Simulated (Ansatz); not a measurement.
Input for Ansatz (development build ahead of 0.2.0):

```yaml
crystal:
  periodic: [false, false, false]
  atoms:
    - { symbol: Be, position_ang: [-0.02152, -0.03615, -0.91933] }
    - { symbol: O, position_ang: [-0.03454, 0.00101, 0.48229] }
basis:
  gaussian: { orbitals: aug-cc-pVDZ }
hamiltonian:
  xc: hf
```

The input is written out in the form of the current development build from the run's settings.

The run gave:

| Quantity | Value |
| --- | --- |
| Converged | yes |
| Total energy | -89.41229 hartree |
| Spin squared of the determinant | 0.000 |

Caution: in another basis set an unrestricted determinant lies well below.
